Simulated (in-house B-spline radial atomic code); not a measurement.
A calculation on Ce2+: its settings, and results tabulated from the run. Computed with a B-spline radial code for spherical atoms: scalar-relativistic (X2C) SCAN, spin-polarised, spherical fractional occupations, Fermi nucleus of rms radius 4.8771 fm.

Command:
```bash
python run_scf.py task.json out
```
Settings (nuclear radius in fm, mass in u):
```
Z                58
configuration    [Xe] 4f2
hamiltonian      x2c
method           scan,scan
spin_polarised   True
nucleus          fermi
rms_radius       4.8771
atomic_mass      139.90545
speed_of_light   137.035999084
```

Output (hartree, bohr):
```
 radial grid: 79 intervals, B-splines of order 8, outer radius 53.7037 bohr

 iter        energy (Eh)    residual
    1       -8859.629568    2.08e-01
    2       -8859.642778    2.90e-03
    3       -8859.642851    1.05e-03
    4       -8859.642854    5.49e-04
    5       -8859.642855    5.41e-05
    6       -8859.642855    2.93e-05
    7       -8859.642855    7.55e-06
    8       -8859.642855    1.19e-06
    9       -8859.642855    4.82e-07

 total energy                     -8859.64286
 kinetic                            9507.1811
 electron-nucleus                 -21570.7528
 Hartree                            3416.5589
 exchange-correlation               -212.6300

 orbital      occ     eigenvalue          <r>       <r^2>       <1/r>       r_max
 1s up      1.000     -1479.0793    0.0239172 0.000787191     67.1419     0.01495
 1s down    1.000     -1479.0793    0.0239172 0.000787191     67.1419     0.01495
 2s up      1.000      -237.7254     0.104561   0.0129669     15.4045     0.08885
 2s down    1.000      -237.7252     0.104561   0.0129667     15.4046     0.08885
 2p up      3.000      -213.0454    0.0920041   0.0103494     13.9242     0.07133
 2p down    3.000      -213.0453    0.0920037   0.0103493     13.9242     0.07133
 3s up      1.000       -51.6460     0.277778   0.0883283      5.4977      0.2542
 3s down    1.000       -51.6259     0.277696    0.088275     5.49968      0.2542
 3p up      3.000       -43.7064     0.275988   0.0884117     5.06338      0.2488
 3p down    3.000       -43.6858     0.275889   0.0883464     5.06533      0.2487
 3d up      5.000       -32.3303     0.253673   0.0758798     4.76056      0.2055
 3d down    5.000       -32.3135     0.253549   0.0757988     4.76242      0.2055
 4s up      1.000       -10.7481     0.639076    0.460785     2.24282      0.5948
 4s down    1.000       -10.6899     0.638884    0.460501     2.24334      0.5945
 4p up      3.000        -8.1430     0.676918    0.521057     2.03884      0.6206
 4p down    3.000        -8.0824     0.676615    0.520617     2.03968      0.6202
 4d up      5.000        -4.3647      0.75074    0.654466     1.76485      0.6548
 4d down    5.000        -4.2992     0.750461    0.654328     1.76591      0.6542
 5s up      1.000        -1.8884      1.54342     2.67499    0.861159       1.387
 5s down    1.000        -1.8511      1.55925     2.73196    0.850725       1.397
 5p up      3.000        -1.2526      1.78203     3.58857    0.731403       1.573
 5p down    3.000        -1.2228      1.79887     3.65618    0.722724        1.58
 4f up      2.000        -0.4775      1.20315      1.9617     1.13776      0.7253
```

Run time, properties included: 0.74 s on 1 thread of Intel(R) Xeon(R) Platinum 8375C CPU @ 2.90GHz, with other jobs on the host.

One-electron X2C: radii and densities carry no picture-change correction, so inner-shell <1/r> comes out high (for 1s by about 2 % at Z = 33, 5 % at 54, 10 % at 75, 30 % at 118) and <r> low.
